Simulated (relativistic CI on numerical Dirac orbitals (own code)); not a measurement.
**Radial parameters of Sm16+**

Computed by Dirac-Coulomb-Breit CI, separate exchange-only KLI orbitals for each configuration, QED by a radiative potential, unscaled Slater integrals (own radial code, finite nucleus).

Slater integrals F^k, G^k are unscaled and averaged over j, outside the closed core [Ar] 3d10; ζ comes from projecting the Hamiltonian with its Breit term on Σ l·s of the shell.

- 4s2 4p6 4d9 4f: ζ(4d) = 17267, F^2(4d,4f) = 156100, F^4(4d,4f) = 101900, G^1(4d,4f) = 178860, G^3(4d,4f) = 116830, G^5(4d,4f) = 83961, ζ(4f) = 1893 cm⁻¹; <r>(4d) = 0.622, <r^2>(4d) = 0.4433, <r>(4f) = 0.653, <r^2>(4f) = 0.4954 (bohr units).
- 4s2 4p6 4d9 5s: ζ(4d) = 17583, G^2(4d,5s) = 25145 cm⁻¹; <r>(4d) = 0.6174, <r^2>(4d) = 0.437, <r>(5s) = 1.099, <r^2>(5s) = 1.345 (bohr units).
- 4s2 4p5 4d10 4f: ζ(4p) = 155410, F^2(4p,4f) = 162180, G^2(4p,4f) = 141610, G^4(4p,4f) = 99754, ζ(4f) = 1899.6 cm⁻¹; <r>(4p) = 0.5895, <r^2>(4p) = 0.3935, <r>(4f) = 0.6525, <r^2>(4f) = 0.4947 (bohr units).

Averages of the first 9 configurations, taken without configuration mixing, which lowers the lowest level and can move excited configurations by several eV; other configurations of the list can lie among them:

```tsv
Configuration	Parity	States	Average energy above the lowest level (eV)
4s2 4p6 4d10	even	1	0.0
4s2 4p6 4d9 4f	odd	140	137.9
4s2 4p6 4d9 5s	even	20	154.2
4s2 4p5 4d10 4f	even	84	274.6
4s2 4p6 4d9 5p	odd	60	186.3
4s 4p6 4d10 4f	odd	28	367.2
4s2 4p6 4d9 5d	even	100	232.8
4s2 4p5 4d10 5s	odd	12	291.9
4s2 4p6 4d9 5f	odd	140	282.5
```
